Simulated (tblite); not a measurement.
Compound: C₆H₁₄AsN.
Atom-mapped SMILES: `[CH3:1][NH:2][CH:3]1[CH2:4][CH2:5][AsH:6][CH2:7][CH2:8]1` (hydrogens: H9, H10, H11 on C1; H12 on N2; H13 on C3; H14, H15 on C4; H16, H17 on C5; H18 on As6; H19, H20 on C7; H21, H22 on C8)

Geometry (GFN2-xTB, Å), atoms numbered from 1 in this order:
```
atom  x, y, z in Å
C1    -2.6683    0.7319   -0.5924
N2    -1.3319    1.2351   -0.3610
C3    -0.2963    0.2240   -0.2061
C4    -0.3411   -0.4990    1.1477
C5     0.5699   -1.7164    1.1984
As6    2.4874   -1.3011    0.9204
C7     2.1926   -0.0950   -0.6227
C8     1.0602    0.9007   -0.4211
H9    -2.6617    0.1385   -1.5074
H10   -3.3370    1.5796   -0.7365
H11   -3.0726    0.1079    0.2190
H12   -1.3265    1.8545    0.4439
H13   -0.4529   -0.5097   -1.0075
H14   -1.3704   -0.8153    1.3480
H15   -0.0553    0.2092    1.9339
H16    0.2737   -2.4315    0.4233
H17    0.4532   -2.2245    2.1614
H18    2.5079   -0.1789    1.9349
H19    3.1227    0.4431   -0.8314
H20    1.9845   -0.7223   -1.4960
H21    1.2785    1.5394    0.4411
H22    0.9731    1.5493   -1.2970
```

Method: GFN2-xTB as coded in tblite; computed harmonic values from a numerical Hessian at the method's own geometry, unscaled. The method is semi-empirical: single wavenumbers can be off by several per cent or more. Modes of hydrogen on arsenic can be 10 to 20 % off. One conformer, not necessarily the lowest.

Harmonic wavenumbers (cm⁻¹): 69.4, 94.9, 168.4, 205.6, 221.1, 236.4, 288.7, 374.2, 411.8, 475.6, 506.9, 547.8, 549.5, 663.7, 705.6, 777.9, 781.9, 832.3, 890.0, 913.8, 990.9, 1014.3, 1025.3, 1070.8, 1074.0, 1101.5, 1115.9, 1128.9, 1163.0, 1189.5, 1205.5, 1218.1, 1266.2, 1281.3, 1291.1, 1302.0, 1341.8, 1359.1, 1408.9, 1422.8, 1453.0, 1456.1, 1480.7, 1492.5, 1493.5, 1501.5, 1860.3, 2850.7, 2902.2, 2907.0, 2914.9, 2920.7, 2925.8, 2932.4, 2935.9, 2941.0, 2960.9, 2999.2, 3013.4, 3360.8.

A = 3368, B = 722.1, C = 630.6 MHz; mass 175.034 u (most abundant isotopes); point group C1, symmetry number 1.

Zero-point energy?

Half the sum of the wavenumbers: 41494 cm⁻¹ = 496.38 kJ/mol.

Entropy at 400 K, 1 bar (ideal gas, RRHO, classical rotation)?

Translation 179.38, rotation 128.05, vibration 147.12: S = 454.5 J/(mol K).

And Cp and H(400 K) − H(0)?

Cp = 210.44 J/(mol K), of which vibrations give 177.18 (their classical limit is 60 R = 498.9); H(400 K) − H(0) = 46.26 kJ/mol without the zero-point energy, 32.96 from vibrations.

How do the functions run with temperature in this model?

```
T (K)  S (J/(mol K))  Cp (J/(mol K))  H − H(0) (kJ/mol)  G − H(0) (kJ/mol)  ln q(vib)
  100          284.9            70.2               4.85             -23.64       1.00
  200          346.6           113.1              14.00             -55.33       3.07
  300          401.4           161.1              27.66             -92.75       5.36
  500          506.4           254.4              69.57            -183.62      10.30
  800          648.3           348.5             161.24            -357.37      17.98
 1000          730.7           389.5             235.25            -495.41      22.94
```

q(vib) and H(0) count from the zero-point level.

What must be added to the electronic energy to get the Gibbs energy at 400 K and 1 bar?

ZPE + [H(400 K) − H(0)] − T·S = 496.38 + 46.26 − 181.82 = 360.82 kJ/mol.

Blend soft modes into free rotors: weight 1/[1 + (100 cm⁻¹/ν̃)⁴] for the oscillator and the rest for a rotor with moment μB/(μ + B), μ = h/(8π²ν), B = 10⁻⁴⁴ kg m². What vibrational entropy results?

140.53 J/(mol K) in place of 147.12, which changes −T·S at 400 K by +2.64 kJ/mol.

Hindered rotation and anharmonicity are outside this model. Other conformers, if any are populated, would add a mixing term that is left out. The structure is chiral; the term R ln 2 for an equal mix with its mirror image is left out.
